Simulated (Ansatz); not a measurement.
System: C2H6FSi (charge 0, doublet). It need not be the lowest isomer of its formula. 
Coordinates optimised at B3LYP-D3(BJ)/def2-TZVP (Ansatz, an electronic-structure program):
```xyz
10

C      1.5969     0.7121    -0.0749
Si    -0.0095    -0.2086    -0.3757
C     -1.5073     0.8845    -0.0919
F     -0.0823    -1.4125     0.7083
H      2.4615     0.0615    -0.2096
H      1.6149     1.1006     0.9484
H      1.6898     1.5533    -0.7647
H     -1.4934     1.2732     0.9314
H     -1.4990     1.7304    -0.7822
H     -2.4371     0.3335    -0.2363
```
Charge 0, spin multiplicity 2.

Basis-set convergence of Hartree-Fock and MP2 correlation energies (hartree) with Ansatz. Correlated levels leave the core frozen unless marked. UHF or UKS for open shells. Spin-orbit coupling is left out. No relativistic terms.

| basis | functions | E(HF) | E(corr, MP2) |
|---|---|---|---|
| cc-pV(D+d)Z | 95 | -467.65264 | -0.55763 |
| cc-pV(T+d)Z | 213 | -467.73343 | -0.70906 |
| cc-pV(Q+d)Z | 409 | -467.75196 | -0.76321 |

Extrapolating the two largest sets (X = 3 and 4) as X^-3: E(corr) = (64·(-0.76321) - 27·(-0.70906))/37 = -0.8027 Eh, an estimate of the basis-set limit. The largest set recovers 95.1 % of it, the smallest 69.5 %.
